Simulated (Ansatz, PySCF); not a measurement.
Spin states of HOZr (SMILES [OH][Zr]), each relaxed with B3LYP-D3(BJ)/def2-TZVP.
State 1 (charge 0, multiplicity 2):
| atom | x (Å) | y (Å) | z (Å) |
|---|---|---|---|
| Zr | -0.9910 | -0.8546 | -0.8803 |
| O | 0.1802 | 0.1840 | 0.1435 |
| H | 0.7776 | 0.7180 | 0.6665 |
State 2 (charge 0, multiplicity 4):
```xyz
3

Zr    -1.03030    -0.80936    -0.90368
O      0.28066     0.06055     0.20209
H      0.71647     0.79618     0.63127
```

Singlets are restricted, other states unrestricted; no spin–orbit coupling, no relativity up to Kr; see below for the cores. The largest T1 diagnostic is 0.059.

Correlated levels freeze the inner cores; with def2 sets outer-core shells near the valence are correlated too.

Codes used: Ansatz (a first-principles code) with Gaussian orbitals; PySCF for the dispersion terms. Each number belongs to the level named beside it. In def2 rows elements past Kr take small-core potentials, without spin–orbit coupling.

Task: One of these levels gives 0.422 eV for the energy of the multiplicity-4 state less that of the multiplicity-2 state. Which?
A) B97M-V/def2-TZVPP
B) B2PLYP-D3(BJ)/def2-TZVPP
C) PBE0-D3(BJ)/def2-TZVPP
D) B3LYP/def2-TZVPP

Result: B, B2PLYP-D3(BJ)/def2-TZVPP. The others give 0.248 (B97M-V/def2-TZVPP), 0.329 (B3LYP/def2-TZVPP), 0.097 (PBE0-D3(BJ)/def2-TZVPP)

Doubts at one or more of the structures used: a spin-contaminated determinant (PBE0-D3(BJ)/def2-TZVPP, B2PLYP-D3(BJ)/def2-TZVPP).
